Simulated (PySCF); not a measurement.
Se(H)(OH) (H2OSe), SMILES O[SeH]. Geometry optimised at B3LYP-D3(BJ)/def2-TZVP.

Method: B3LYP-D3(BJ)/def2-TZVP (PySCF 2.14.0).

Harmonic wavenumbers (cm⁻¹): 428, 643, 861, 1119, 2337, 3785. Rotational constants (GHz): 171.8, 10.45, 10.17; symmetry number 1.

Task: Work out the zero-point energy and the ideal-gas rigid-rotor harmonic-oscillator thermochemistry at 298.15 K and 1 atm.

Result: ZPE = ½ Σ hcν = ½ × 9173 cm⁻¹ = 13.11 kcal/mol. H − E(el) = 15.80 kcal/mol. Entropy in cal/(mol K): translation 39.63, rotation 20.40, vibration 1.47, total 61.50. G − E(el) = -2.53 kcal/mol. Cp = 11.12 cal/(mol K).
